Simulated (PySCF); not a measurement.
C2H3Cl2F (SMILES CC(F)(Cl)Cl), singlet, geometry from GFN2-xTB; DF-B3LYP/pcseg-1 (PySCF).

The PySCF input:
```python
from pyscf import gto, scf, dft

mol = gto.M(
    atom='''
C    -1.66991976   -0.45344009    0.10958763
C    -0.19263087   -0.17234528    0.22840979
F     0.30323893   -0.69291341    1.37360198
Cl    0.13502435    1.58251993    0.26043246
Cl    0.71905367   -0.90244794   -1.12204078
H    -1.83096200   -1.52963970    0.11249642
H    -2.05417419   -0.03031755   -0.81329588
H    -2.18803673   -0.01033371    0.95773868
''',
    basis='pcseg-1',
    verbose=4,
    max_memory=1800,
)

mf = dft.RKS(mol)
mf.xc = 'b3lyp'
mf = mf.density_fit(auxbasis='def2-universal-jkfit')
mf.kernel()
```

What the program printed (banner, timings and long lists left out):

```
PySCF version 2.14.0

[INPUT] verbose = 4
[INPUT] num. atoms = 8
[INPUT] num. electrons = 58
[INPUT] charge = 0
[INPUT] spin (= nelec alpha-beta = 2S) = 0
[INPUT] symmetry False subgroup None
[INPUT] Mole.unit = angstrom
[INPUT] Symbol           X                Y                Z      unit          X                Y                Z       unit  Magmom
[INPUT]  1 C     -1.669919760000  -0.453440090000   0.109587630000 AA   -3.155690996399  -0.856877583998   0.207090607340 Bohr   0.0
[INPUT]  2 C     -0.192630870000  -0.172345280000   0.228409790000 AA   -0.364019587437  -0.325685378061   0.431631947269 Bohr   0.0
[INPUT]  3 F      0.303238930000  -0.692913410000   1.373601980000 AA    0.573038528006  -1.309416572938   2.595731546360 Bohr   0.0
[INPUT]  4 Cl     0.135024350000   1.582519930000   0.260432460000 AA    0.255159041647   2.990529254366   0.492146023347 Bohr   0.0
[INPUT]  5 Cl     0.719053670000  -0.902447940000  -1.122040780000 AA    1.358814505163  -1.705379448278  -2.120349774793 Bohr   0.0
[INPUT]  6 H     -1.830962000000  -1.529639700000   0.112496420000 AA   -3.460016724486  -2.890600102262   0.212587423794 Bohr   0.0
[INPUT]  7 H     -2.054174190000  -0.030317550000  -0.813295880000 AA   -3.881826631250  -0.057291866268  -1.536906471437 Bohr   0.0
[INPUT]  8 H     -2.188036730000  -0.010333710000   0.957738680000 AA   -4.134790170189  -0.019527881751   1.809863804102 Bohr   0.0

nuclear repulsion = 298.883955040806
number of shells = 21
number of NR pGTOs = 184
number of NR cGTOs = 93
basis = pcseg-1
ecp = {}

******** <class 'pyscf.df.df_jk.DFRKS'> ********
method = DFRKS
initial guess = minao
damping factor = 0
level_shift factor = 0
DIIS = <class 'pyscf.scf.diis.CDIIS'>
diis_start_cycle = 1
diis_space = 8
diis_damp = 0
SCF conv_tol = 1e-09
SCF conv_tol_grad = None
SCF max_cycles = 50
direct_scf = False
XC library pyscf.dft.libxc version 7.1.2
    S. Lehtola, C. Steigemann, M. J. T. Oliveira, and M. A. L. Marques,  SoftwareX 7, 1–5 (2018)
XC functionals = b3lyp
    P. J. Stephens, F. J. Devlin, C. F. Chabalowski, and M. J. Frisch,  J. Phys. Chem. 98, 11623 (1994)
radial grids:
    Treutler-Ahlrichs [JCP 102, 346 (1995); DOI:10.1063/1.469408] (M4) radial grids

becke partition: Becke, JCP 88, 2547 (1988); DOI:10.1063/1.454033
pruning grids: <function nwchem_prune>
grids dens level: 3
symmetrized grids: False
atomic radii adjust function: <function treutler_atomic_radii_adjust>
small_rho_cutoff = 0
Set gradient conv threshold to 3.16228e-05
Initial guess from minao.
tot grids = 109688
******** <class 'pyscf.df.df.DF'> ********
auxbasis = def2-universal-jkfit
init E= -1098.69094641133
  HOMO = -0.339447277475838  LUMO = -0.0356934157241677  gap/eV = 8.26556
cycle= 1 E= -1098.12070377439  delta_E= 0.57  |g|= 0.67  |ddm|= 2.81
  HOMO = -0.3071503496734  LUMO = -0.0790323956743149  gap/eV = 6.20741
cycle= 2 E= -1097.93214921619  delta_E= 0.189  |g|=  1.2  |ddm|= 1.42
  HOMO = -0.312171551227094  LUMO = -0.0174568529957471  gap/eV = 8.01960
cycle= 3 E= -1098.21849032119  delta_E= -0.286  |g|= 0.0775  |ddm|= 0.923
  HOMO = -0.319773634027032  LUMO = -0.0257582455761387  gap/eV = 8.00057
cycle= 4 E= -1098.21976961487  delta_E= -0.00128  |g|= 0.0334  |ddm|= 0.102
  HOMO = -0.319861316005477  LUMO = -0.023878318332295  gap/eV = 8.05411
cycle= 5 E= -1098.22004834337  delta_E= -0.000279  |g|= 0.00519  |ddm|= 0.0342
  HOMO = -0.318857160280207  LUMO = -0.0230990023462563  gap/eV = 8.04799
cycle= 6 E= -1098.22005533875  delta_E= -7e-06  |g|= 0.0013  |ddm|= 0.00871
  HOMO = -0.31898060863972  LUMO = -0.0231134407614859  gap/eV = 8.05096
cycle= 7 E= -1098.22005567339  delta_E= -3.35e-07  |g|= 0.00051  |ddm|= 0.00169
  HOMO = -0.319008682556549  LUMO = -0.0231553930972033  gap/eV = 8.05058
cycle= 8 E= -1098.22005572419  delta_E= -5.08e-08  |g|= 8.36e-05  |ddm|= 0.000535
  HOMO = -0.319005436327933  LUMO = -0.023154274656481  gap/eV = 8.05052
cycle= 9 E= -1098.22005572554  delta_E= -1.35e-09  |g|= 1.16e-05  |ddm|= 8.97e-05
  HOMO = -0.31900501134654  LUMO = -0.0231540056028265  gap/eV = 8.05052
cycle= 10 E= -1098.22005572558  delta_E= -4.41e-11  |g|= 2.72e-06  |ddm|= 1.78e-05
  HOMO = -0.319005190428564  LUMO = -0.023153717148189  gap/eV = 8.05053
Extra cycle  E= -1098.22005572558  delta_E= 4.55e-12  |g|= 3.04e-06  |ddm|= 6.89e-06
converged SCF energy = -1098.22005572558
```
